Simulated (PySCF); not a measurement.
# O⁺ (oxygen, charge +1) across methods

[He] 2s2 2p2 3s1, high-spin 4P determinant (an excited configuration). Computed with PySCF 2.14 in aug-cc-pVQZ, with the non-relativistic Hamiltonian (point nucleus).

```csv
method,E (hartree),mean ε 2s β (eV),mean ε 2p α (eV),mean ε 3s α (eV),Σ⟨r²⟩ (bohr²),⟨S²⟩
PBEsol,-73.4023,-46.217,-36.069,-9.592,18.27,3.751
r2SCAN,-73.6966,-46.827,-37.356,-9.658,18.41,3.753
PBE0,-73.6653,-48.569,-39.045,-10.257,18.28,3.752
HSE06,-73.6726,-48.124,-38.624,-9.886,18.23,3.752
PBE,-73.6536,-46.402,-36.208,-9.606,18.21,3.751
wB97M-V,-73.7314,-51.464,-41.212,-11.765,18.18,3.751
LDA,-73.1608,-46.262,-36.149,-9.650,18.14,3.751
BP86,-73.7235,-46.651,-36.268,-9.724,18.19,3.751
```

(1) Estimate the same row for UHF.

The outer electron is Rydberg-like, and this basis confines it to a smaller radius and binds it less than a complete one would.

Results:

(1) E (hartree) = -73.53935; mean ε 2s β (eV) = -53.405; mean ε 2p α (eV) = -46.967; mean ε 3s α (eV) = -11.827; Σ⟨r²⟩ (bohr²) = 18.50; ⟨S²⟩ = 3.754.
